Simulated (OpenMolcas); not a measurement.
A run on Co2+ among 6 point charges of -1.76 e arranged as a trigonal prism (D3h), 2.11 Å from the ion, with a polar angle of 43.2° against the regular 49.1°.

```
Program             : OpenMolcas
Method              : SS-CASPT2, IPEA 0.25 Eh, imaginary shift 0.1 Eh (closed shells correlated: 3s 3p)
Basis               : ANO-RCC-VDZP [5s4p2d1f]
Scalar Hamiltonian  : DKH2, point nucleus
Active space        : 7 electrons in 5 orbitals (3d)
State averaging     : 2S+1 = 4 even, 10 roots; 2S+1 = 2 even, 40 roots
Spin-orbit coupling : state interaction with AMFI integrals over the reference wave functions
```

First CASPT2 step and the start of its output:

```
&CASPT2
Multistate=10 1 2 3 4 5 6 7 8 9 10
NoMult
Frozen=5
IPEA=0.25
Imaginary=0.1
MaxIter=60
WThr=0.0 0.3 0.05
PrWF=0.5
NoMix
```

```
--- CASPT2 ---
Orbital specifications:
      -----------------------

      Symmetry species                           1
                                                 a
      Frozen orbitals                            5
      Inactive orbitals                          4
      Active orbitals                            5
      Secondary orbitals                        20
      Deleted orbitals                           0
      Number of basis functions                 34
Type of calculation                        SS-CASPT2
      Fock operator                              state-specific
      IPEA shift                                 0.25
      Real shift                                 0.00
      Imaginary shift                            0.10
      The input orbitals will be transformed to quasi-canonical
Reference energy:       -1396.4513770792
      E2 (Non-variational):      -0.3607134327
      Shift correction:          -0.0010389809
      E2 (Variational):          -0.3617524136
      Total energy:           -1396.8131294929
      Residual norm:              0.0000002725
      Reference weight:           0.91512
      Contributions to the CASPT2 correlation energy
      Active & Virtual Only:         -0.1414374464
      One Inactive Excited:          -0.1517263851
      Two Inactive Excited:          -0.0675496012
Reference energy:       -1396.4513759467
      E2 (Non-variational):      -0.3607115460
      Shift correction:          -0.0010389499
      E2 (Variational):          -0.3617504960
      Total energy:           -1396.8131264427
      Residual norm:              0.0000002729
      Reference weight:           0.91512
      Contributions to the CASPT2 correlation energy
      Active & Virtual Only:         -0.1414364235
...
```

Over all roots the printed reference weights run from 0.06 to 0.92, and roots that are degenerate in the reference spread by up to 700 cm-1.

**Question.** Did the run give usable levels, and if not, why?

**Answer.** No. The equations converged, but the reference weight falls to 0.06 for at least one root against 0.92 for the best. A drop of that size marks an intruder state, so the energies of such roots and the levels built on them can't be trusted.
